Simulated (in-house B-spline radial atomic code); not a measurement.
**RPA and G0W0 on TPSS: Ru IV (Ru3+)**

Configuration [Kr] 4d5, highest spin, mean-field start TPSS. Computed with a B-spline radial code for spherical atoms: all electrons, non-relativistic, point nucleus, each spin shell either full or empty, empty states to l = 9 with an (l + 1/2)⁻⁴ tail; G0W0 by contour deformation at full frequency.

Without relativity these are model numbers: it shifts the levels of so heavy an element strongly and can reorder them.

Command:
```bash
python run_gw.py task.json out
```
Settings (radii: box in bohr, nucleus in fm):
```
Z                        44
electrons                41
configuration            [Kr] 4d5
hamiltonian              nr
method                   tpss,tpss
lmax                     9
spin_polarised           True
box_radius               14.14
intervals                52
```

Run time, properties included: 2.8 s on 1 thread of Arm Neoverse V2, with other jobs on the host.

Energies (hartree):

| term | value |
| --- | --- |
| mean-field total | -4441.56563 |
| Hartree-Fock functional on these orbitals | -4439.76474 |
| direct second order | -3.4351 |
| second-order exchange | 0.98962 |
| SOSEX correction | 0.9228 |

(1) What is the RPA correlation energy, and what remains with SOSEX?

Quasi-particle levels (eV):

| level | occupied | mean field | Σx - vxc | Σc | QP weight | G0W0 |
| --- | --- | --- | --- | --- | --- | --- |
| 4d up | yes | -39.33 | -7.40 | ? | ? | ? |
| 4p down | yes | -77.22 | -8.47 | 0.60 | 0.904 | -85.09 |
| 4d down | no | -35.01 | 9.71 | -3.97 | 0.933 | -29.270 |

G0W0 = mean field + (Σx - vxc) + Σc, with Σc (partial-wave tail included) taken at the quasi-particle energy. Only the outer levels were computed. Levels of low weight are left out.

(2) Where does G0W0 put 4d up?

Answers

(1) RPA gives -3.0402 hartree (-2.02 eV per electron); RPA + SOSEX gives -2.1174, and the second-order doubles -2.4454 hartree (no singles). SOSEX takes back 30 % of the RPA value.

(2) At -46.61 eV, with Σc = 0.12 eV and a quasi-particle weight of 0.929. The tabulated removal energy is 45 ± 1.7 eV (NIST, tabulated theory); the calculation leaves out relativity, Breit and QED terms, and what these don't explain is the method's own error.
